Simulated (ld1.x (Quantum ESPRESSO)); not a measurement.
## Which change was made? (As, TM)

| Property | Result |
| --- | --- |
| Element | arsenic (As) |
| Generator | ld1.x (Quantum ESPRESSO) 7.5 |
| Type | norm-conserving Troullier–Martins (Kleinman–Bylander form) |
| Functional | LDA (PZ) |
| Relativity | fully relativistic |
| Frozen core | [Ar] 3d10 |
| Valence charge | 5 |
| Reference configuration | 4s2 4p3 |
| Partial waves | 4s (bound): rc 1.65 bohr; 4d channel at 0.05 Ry: rc 1.70 bohr; 4p (bound): rc 1.70 bohr |
| Local potential | the p channel |
| Core correction | Bessel-smoothed model core, default radius (core density twice the valence density) |

Open shells are filled in proportion to 2j + 1 (rel_dist='average').

Cutoffs, loose and tight: the cutoffs (Ry, on a coarse ladder) from which the occupation-weighted sum of valence levels, in a spherical-Bessel basis at the reference potential, stays within 10 and 1 mRy of its value at 400 Ry. They do not see the model core or the augmentation charge, which bear on the density cutoff. Test errors are all-electron minus pseudo excitation energies from the reference, over the configurations 4s2 4p2; 4s2 4p1; 4s2 4p0; 4s1 4p3; 4s1 4p4; 4s2 4p3.3; 4s2 4p2.5; variants that change the core or the reference have their own tests.

The base gives: outcome: generated, misses its reference levels by 0.19 eV; cutoff, loose: 35 Ry; cutoff, tight: 50 Ry; bound ghosts: d3/2, d5/2; largest test error (meV): -100.

After one change the result is: outcome: generated, misses its reference levels by 0.19 eV; cutoff, loose: 70 Ry; cutoff, tight: 260 Ry; bound ghosts: s, d3/2, d5/2; largest test error (meV): -85. Which change was it?
A. wave 4s (bound): rc 1.65 bohr becomes 4s (bound): rc 2.48 bohr
B. wave 4s (bound): rc 1.65 bohr becomes 4s (bound): rc 1.10 bohr
C. wave 4s (bound): rc 1.65 bohr becomes 4s (bound): rc 1.96 bohr
D. wave 4s (bound): rc 1.65 bohr becomes 4s (bound): rc 2.16 bohr

B. The others give: wave 4s (bound): rc 1.65 bohr becomes 4s (bound): rc 1.96 bohr → outcome: generated, misses its reference levels by 0.19 eV; cutoff, loose: 25 Ry; cutoff, tight: 40 Ry; bound ghosts: d3/2, d5/2; largest test error (meV): -85 | wave 4s (bound): rc 1.65 bohr becomes 4s (bound): rc 2.16 bohr → outcome: generated, misses its reference levels by 0.19 eV; cutoff, loose: 21 Ry; cutoff, tight: 35 Ry; bound ghosts: d3/2, d5/2; largest test error (meV): -58 | wave 4s (bound): rc 1.65 bohr becomes 4s (bound): rc 2.48 bohr → outcome: generated, misses its reference levels by 0.19 eV; cutoff, loose: 18 Ry; cutoff, tight: 30 Ry; bound ghosts: d3/2, d5/2; largest test error (meV): -58.
